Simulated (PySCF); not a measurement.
**Adding and removing an electron: BeSn**

UHF-SCS-MP2; Be x2c-SVPall, Sn x2c-SVPall; spin-free X2C with a Gaussian nucleus (PySCF 2.14). Neutral (UHF): triplet (π ↑↑), Re = 2.404 Å, ωe = 417 cm⁻¹, De = 0.59 eV.

BeSn⁺ (UHF): doublet (π ↑), Re = 2.667 Å, ωe = 285 cm⁻¹, De = 1.02 eV to Be + Sn⁺. The energies at the minima are -6187.74485 hartree for BeSn and -6187.50190 for BeSn⁺.

Q: Work out the adiabatic ionisation energy, without and with harmonic zero-point energies (1 hartree = 27.2114 eV, 1 eV = 8065.5 cm⁻¹), and the change of the bond length.

A: At UHF-SCS-MP2: 0.24295 hartree = 6.611 eV between the minima; the zero-point term (285.0 − 417.0)/2 cm⁻¹ = -0.008 eV makes it 6.603 eV. Re changes by +26.3 pm against the neutral. The electron leaves a π orbital, and the longer bond of the ion fits a bonding orbital, or a change in how ionic the bond is.

Correlated steps freeze 18 core orbitals. Correlated levels converge slowly with the basis: in double zeta they bind strong bonds too weakly, by up to about 1 eV, and carry superposition errors of some tenths. Spin–orbit coupling is left out, which matters for elements this heavy, above all for dissociation energies. For an ion De counts to the pair picked by the measured ionisation energies or electron affinities, which need not be the lowest pair at this level. States were picked by a PBE0 search and need not be the measured ground states.
